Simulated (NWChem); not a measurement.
Species: SnF$_{3}$ cation; SMILES [Sn+]([F])([F])[F]

Results from NWChem. All runs use the structure optimised with PBE0/def2-SVP. def2 effective core potentials on Sn; no spin-orbit coupling. Vertical excitations in the gas phase; the lowest state need not have the same character in each row.

| level | lowest excitation, singlet (eV) | lowest state with f > 0.02, singlet (eV) | oscillator strength of that bright state | orbital gap (eV) |
|---|---|---|---|---|
| PBE/def2-SVP, full TDDFT | ___ | ___ | 0.027 | ___ |
| B3LYP/def2-SVP, full TDDFT | 4.77 | 5.06 | 0.023 | 6.32 |
| BHandHLYP/def2-SVP, full TDDFT | 5.81 | 6.09 | 0.039 | 10.01 |
| LRC-wPBEh/def2-SVP, full TDDFT | 5.23 | 5.53 | 0.029 | 10.65 |

Problem. Some entries are withheld; supply them.

Solution. 
- PBE/def2-SVP, full TDDFT, lowest excitation, singlet (eV): 4.12
- PBE/def2-SVP, full TDDFT, lowest state with f > 0.02, singlet (eV): 5.00
- PBE/def2-SVP, full TDDFT, orbital gap (eV): 3.92
